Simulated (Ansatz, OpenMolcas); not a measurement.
A ladder of methods for CH3BCl2O (methoxydichloroborane)

CH3BCl2O: 8 atoms, total charge 0, spin state singlet. SMILES: `COB(Cl)Cl`. The coordinates come from a PBE0-D4/def2-TZVP relaxation.

Each level gives the vertical energy of the triplet above the singlet (eV). The values are calculated.

| level | kind | program | value (eV) | CPU time (all runs) |
| --- | --- | --- | --- | --- |
| M06-L/def2-SVP | meta-GGA | OpenMolcas | 6.90 | 4.2 min |
| B3LYP/def2-SVP | global hybrid | OpenMolcas | 6.83 | 2.5 min |
| M06-2X/def2-SVP | hybrid meta-GGA | OpenMolcas | 7.43 | 3.7 min |
| PBE0/def2-SVP | global hybrid | Ansatz | 6.90 | 68 s |
| wB97X/def2-SVP | range-separated hybrid | Ansatz | 7.46 | 4.5 min |
| B2PLYP/def2-SVP | double hybrid | Ansatz | 7.39 | 63 s |
| MP2/def2-SVP | perturbation theory | Ansatz | 8.40 | 43 s |
| CCSD(T)/def2-SVP | coupled cluster or CI | Ansatz | 7.79 | 5.1 min |

The values span 6.83 to 8.40 eV. The coupled-cluster rows rest on a doubtful reference here (large T1 or Brueckner and Hartree–Fock orbitals at odds), and rows may lie in different states. A triplet this far above the singlet is often a Rydberg-like or dissociative state; sets without diffuse functions put Rydberg states too high. Times are those of the runs behind each value, whatever else they computed, on shared processors of several kinds: orders of magnitude only.
